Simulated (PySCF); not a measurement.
# Spinor energies of Zn²⁸⁺ (zinc, charge +28)

Start: 1s2. Calculated with PySCF 2.14 in an even-tempered Gaussian basis (17 s from 4 bohr⁻², ratio 2.6; 11 p from 5.2 bohr⁻², ratio 2.6; 6 d from 5.3 bohr⁻², ratio 2.8; 3 f from 240 bohr⁻², ratio 2.8): generalised Hartree-Fock with the X2C-1e Hamiltonian and a Gaussian nucleus; spin-orbit coupling (SO) screened by Boettger's factors.

```csv
spinor shell,electrons,"ε, screened SO (eV)",weight of nominal j (screened SO),"rms radius, screened SO (bohr)"
1s1/2,2,-11875.9,1.000,0.0574
```

```csv
quantity,screened SO
E (hartree),-891.88949
M_J,0
⟨J²⟩,0.000
⟨L²⟩,0.000
⟨S²⟩,0.000
```
